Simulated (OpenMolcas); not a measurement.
# Computed transition rates of P I

```
Program             : OpenMolcas 26.06
Method              : SS-CASPT2, IPEA 0.25 Eh, imaginary shift 0.1 Eh (closed shells correlated: 2s 2p 3s)
Basis               : ANO-R3 [6s5p4d2f1g]
Scalar Hamiltonian  : X2C, finite nucleus
Active space        : 3 electrons in 3 orbitals (3p)
State averaging     : 2S+1 = 4 odd, 1 root; 2S+1 = 2 odd, 8 roots
Spin-orbit coupling : RASSI with atomic mean-field integrals over the reference wave functions, term energies averaged over their components
```

Rates come from the transition moments of the reference wave functions (E1 and E2 in the length form). At fixed line strength A goes as λ^-3 for E1 and M1 and as λ^-5 for E2, so a rate at the computed wavelength can be rescaled to the measured one. Measured vacuum wavelengths follow from level energies in NIST Handbook of Basic Atomic Spectroscopic Data. Branching counts decays inside the model space alone, at computed energies, and the table is only a selection of the E2 and M1 lines, drawn from those between levels with measured partners whose computed energy lies within a factor of 1.5 of the measured one.

```csv
Upper,Lower,Type,λ computed (nm),λ measured (nm),A computed (s-1),A rescaled (s-1),Branching %
3s2 3p3 2P* 3/2,3s2 3p3 2D* 5/2,E2,1231,1357,1.50e-01,9.21e-02,52.9
3s2 3p3 2P* 1/2,3s2 3p3 2D* 3/2,E2,1232,1358,1.28e-01,7.87e-02,53.2
3s2 3p3 2P* 1/2,3s2 3p3 2D* 5/2,E2,1233,1361,8.53e-02,5.21e-02,35.3
3s2 3p3 2P* 3/2,3s2 3p3 2D* 3/2,E2,1230,1354,6.44e-02,3.98e-02,22.7
3s2 3p3 2P* 3/2,3s2 3p3 4S* 3/2,M1,503.5,533.4,4.59e-02,,16.2
3s2 3p3 2P* 1/2,3s2 3p3 4S* 3/2,M1,503.8,534.1,1.84e-02,,7.6
3s2 3p3 2P* 3/2,3s2 3p3 2D* 3/2,M1,1230,1354,1.48e-02,,5.2
3s2 3p3 2P* 1/2,3s2 3p3 2D* 3/2,M1,1232,1358,9.21e-03,,3.8
3s2 3p3 2P* 3/2,3s2 3p3 2D* 5/2,M1,1231,1357,8.30e-03,,2.9
3s2 3p3 2D* 5/2,3s2 3p3 4S* 3/2,E2,851.8,879,8.23e-05,,98.7
3s2 3p3 2D* 3/2,3s2 3p3 4S* 3/2,E2,852.4,880.2,5.28e-05,,53.7
3s2 3p3 2D* 3/2,3s2 3p3 4S* 3/2,M1,852.4,880.2,4.56e-05,,46.3
```

Spin-changing lines and M1 lines between different terms are not rescaled, since their strength hangs on the term gaps too.

The largest correction is for 3s2 3p3 2P* 1/2 → 3s2 3p3 2D* 5/2 (E2): 8.53e-02 × (1233 / 1361)^5 = 5.21e-02 s-1, a factor of 0.61.

No measured rate stands beside these. Rescaling mends the energy factor alone: line strengths can still be far off where a level mixes with configurations outside the active space, and weak or spin-changing lines hang on small mixing coefficients that depend on the term gaps too, so rescaling need not improve them.

CASPT2 does not keep the components of a term degenerate, so their means are used; among the terms shown or strongly mixed into the levels shown the widest spread is 130 cm-1 (3s2 3p3 2D*). With the s shell closed, the reference lacks s² → p² mixing. Measured partners are found by configuration, term and J. A level has none where our copy of the source lacks it or the pairing is in doubt (some pairs that miss far off the trend of their configuration count as doubtful). Levels of configurations outside the active space are missing.

* marks odd parity.
